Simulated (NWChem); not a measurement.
System: C4H2F2O; SMILES C#CC(F)(F)C=O

```xyz
9

C      0.9895    -2.3285     0.0328
C      0.3470    -1.3045     0.0459
C     -0.3547    -0.0183     0.0183
F     -0.7281     0.3576     1.2481
F     -1.4637    -0.1047    -0.7577
C      0.5441     1.0697    -0.6053
O      1.0441     1.9383     0.0394
H      1.5488    -3.2475     0.0311
H      0.6700     0.9543    -1.7101
```
Atoms are numbered in this order, from 1.

Computed with NWChem. Pople sets run with spherical d functions. Coordinates come from a PBE0/def2-SVP optimisation. Level SCAN/6-31G*: energy and gradient on several grids; changes count from the extra-fine grid, which is no exact limit either.

```tsv
grid	size of the energy change (μHa)	largest change of a gradient component (μHa/bohr)	time, medium = 1 (rough)
xcoarse	7000	6000	about 1
coarse	30000	3000	about 1
medium	5000	2000	about 1
fine	300	1000	about 1
xfine	< 10	< 30	2
```
